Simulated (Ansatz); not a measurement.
Ideal-gas functions of `BC=NB` at 600 K and 1 bar, from an Ansatz frequency run at PBE0-D4/def2-TZVP.

Molar mass 52.68 g/mol, point group Cs (symmetry number 1), electronic degeneracy 1, moments of inertia 15.271, 106.677, 117.49 u Å². Harmonic wavenumbers (cm⁻¹, unscaled): 101, 156, 339, 439, 442, 802, 871, 914, 922, 1002, 1036, 1057, 1221, 1231, 1412, 1882, 2571, 2603, 2648, 2699, 3038.

Use S(trans) = R[1.5 ln M + 2.5 ln T − 1.1517]; rotational temperatures θ = 24.2544 K / I; S(rot) = R[ln(√π/σ · √(T³/θAθBθC)) + 1.5]; for each mode x = 1.438777 ν̃/T, S = R[x/(eˣ − 1) − ln(1 − e⁻ˣ)] and H = RT x/(eˣ − 1); 1 cm⁻¹ = 0.0119627 kJ/mol; R = 8.31446 J/(mol·K).

**Question.** By hand: the entropy, in J/(mol·K).

**Answer.** Translation 172.8. Rotation: θ = 1.5883, 0.2274, 0.2064 K, giving 107.8. Vibration, mode by mode: 20.12, 16.54, 10.26, 8.26, 8.21, 4.05, 3.55, 3.28, 3.23, 2.78, 2.60, 2.50, 1.83, 1.80, 1.27, 0.51, 0.13, 0.12, 0.11, 0.10, 0.05, in all 91.3. Electronic 0.0. Sum 371.9 J/(mol·K).

**Question.** By hand: H − E and G − E in kJ/mol, counted from the electronic energy.

**Answer.** Zero-point energy ½ × 27386 × 0.0119627 = 163.8; thermal vibration 29.4; translation, rotation and pV give 4 RT = 20.0. H − E = 213.2 kJ/mol, and G − E = 213.2 − 600 × 371.9/1000 = -9.9 kJ/mol.

Vibration gives 25 % of the entropy, 20.1 J/(mol·K) of it from the mode under 150 cm⁻¹: soft modes count most, and the harmonic formula is weakest for them.
